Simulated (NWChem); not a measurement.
System: dimethyl selenide (C₂H₆Se); SMILES C[Se]C

NWChem input:

```
start job
memory heap 200 mb stack 900 mb global 1100 mb
geometry units angstroms
  C      1.436856    -0.296346     0.915910
  Se     0.009131     0.096473    -0.356844
  C     -1.482588    -0.186696     0.870829
  H      1.325501    -1.316789     1.274966
  H      2.383095    -0.183774     0.394718
  H      1.383078     0.407997     1.742716
  H     -1.459178    -1.212205     1.231983
  H     -2.401374    -0.009294     0.319428
  H     -1.401640     0.512583     1.699732
end
basis spherical
  * library def2-svp
end
dft
  xc pbe0
  iterations 150
end
driver
  maxiter 120
end
task dft optimize
task dft freq
```

This build's default masses of Se (78.918 u) and Br (79.917 u) are each other's, which moves their modes by up to 0.6 %.

The level has its own optimisation; frequencies are unscaled.

**Question.** Give the results of this calculation. (PBE0/def2-SVP.) Quantities: r C–Se (Å); r C–H (Å); highest harmonic frequency (cm⁻¹); lowest (cm⁻¹); zero-point energy (kcal/mol); dipole (D).

**Answer.** 
- r C–Se (Å): 1.941
- r C–H (Å): 1.099
- highest harmonic frequency (cm⁻¹): 3191
- lowest (cm⁻¹): 154
- zero-point energy (kcal/mol): 46.7
- dipole (D): 1.45
